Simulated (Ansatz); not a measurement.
`F[SiH]1COC=N1`, relaxed with RKS PBE-D4/def2-SVP in Ansatz from a rough embedded geometry. The force threshold is 0.03 eV/Å; the program also tests the step.

The species carries charge 0 and has multiplicity 1.

Start:

```xyz
10

F    -1.664    1.701   -0.270
Si   -1.143    0.300    0.201
C     0.107   -0.319   -0.988
O     1.408   -0.456   -0.321
C     1.211    0.073    0.950
N     0.078    0.453    1.471
H    -2.219   -0.662    0.591
H    -0.098   -1.402   -1.323
H     0.190    0.262   -1.843
H     2.131    0.048    1.532
```

Q: By how much does the energy fall, and how many steps does the optimiser take? (An estimate is asked.)

A: Computed: 48.98 kJ/mol, in 6 steps, 1 of them rejected.

Q: Which bonds change most? (An estimate is asked.)

A: Ansatz gave: Si2–C3 from 1.833 to 1.916 Å; C3–H9 from 1.036 to 1.110 Å; F1–Si2 from 1.567 to 1.638 Å; C3–H8 from 1.152 to 1.110 Å.

Q: Give the relaxed structure. (Best estimate.)

A: The calculation gave: 
```xyz
10

F    -1.715    1.740   -0.192
Si   -1.130    0.274    0.246
C     0.126   -0.400   -1.034
O     1.385   -0.352   -0.304
C     1.204    0.065    0.982
N     0.083    0.399    1.510
H    -2.318   -0.567    0.573
H    -0.047   -1.451   -1.346
H     0.235    0.218   -1.949
H     2.178    0.074    1.513
```
